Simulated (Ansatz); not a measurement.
The cluster Ag2Se, relaxed as a quintet with UKS r2SCAN-D4/def2-TZVP in Ansatz, starting from the r2SCAN-D4/def2-TZVP geometry of the neutral singlet. Force threshold 0.02 eV/Å.

In the def2 sets Ag takes a core potential; there is no spin–orbit coupling. The relaxation made no stability test and no search for a lower SCF solution. At r2SCAN-D4/def2-TZVP a singlet of charge 0 lies 3.74 eV below the quintet, each at its own geometry. The structure comes from a short search, and lower isomers may exist.

Start:

| atom | x (Å) | y (Å) | z (Å) |
| --- | --- | --- | --- |
| Ag1 | 0.456 | -1.484 | 0.296 |
| Ag2 | -1.427 | 0.661 | -0.157 |
| Se3 | 0.971 | 0.823 | -0.139 |

(1) Estimate the energy that the relaxation releases and the steps that it takes.

(2) Does the start keep its bonding and symmetry?

(3) Predict the relaxed structure.

Results:

(1) 27.3 kJ/mol, in 4 steps; 15 s on 4 threads of Arm Neoverse V2 on a shared host. No frequencies were taken in this run, so the end may be a saddle point.

(2) By distances, no bond broke or formed. The bond that changes most is Ag2–Se3, from 2.40 to 2.66 Å (atoms count from 1). Point group C2v at the start, C2v at the end, both within 0.05 Å.

(3) 
```xyz
3

Ag    0.314   -1.502    0.297
Ag   -1.466    0.525   -0.132
Se    1.153    0.977   -0.165
```
Bond lengths (bridged metal pairs left out): 2 × Ag–Se 2.66 Å.
